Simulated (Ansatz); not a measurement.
MCl2 with several metals: binding per atom (eV) at several levels, gas phase, relaxed structures; Ansatz. Binding counts from free atoms in the multiplicity of their measured ground term, without zero-point energy. Singlets are spin-restricted. A dash marks a value that wasn't run or was left out as unsound. The structures are stationary points that may keep the symmetry of their start. Remarks come from the PBE and PBE0 runs and from stability tests at other levels; not every state was tested. HOMO above LUMO (over both spins in singlets and doublets, within one spin in higher multiplets; at PBE or PBE0), or a gap under 0.15 eV within one spin, warns that the state may not be the lowest or that an electron is smeared out.

| species | state | geometry | HF/def2-TZVP | r2SCAN-D4/def2-TZVPD | r2SCANh-D4/def2-TZVP | B3LYP-D4/def2-TZVP | PBE0-D4/def2-TZVP | remarks |
| --- | --- | --- | --- | --- | --- | --- | --- | --- |
| NiCl2 | triplet | PBE-D4/def2-TZVP | 1.82 | 2.71 | 2.65 | 2.42 | 2.50 | – |
| MnCl2 | sextet | PBE-D4/def2-TZVP | 2.06 | 2.93 | 2.86 | 2.67 | 2.80 | – |
| CrCl2 | quintet | PBE-D4/def2-TZVP | 1.92 | 2.53 | 2.48 | 2.51 | 2.48 | gap within one spin near zero |
| CoCl2 | quartet | PBE0-D4/def2-TZVP | 1.91 | – | 2.72 | 2.57 | 2.66 | – |

Q: Estimate the column for B97M-V/def2-TZVP.

A: NiCl2 2.64; MnCl2 2.85; CrCl2 2.49; CoCl2 2.72.
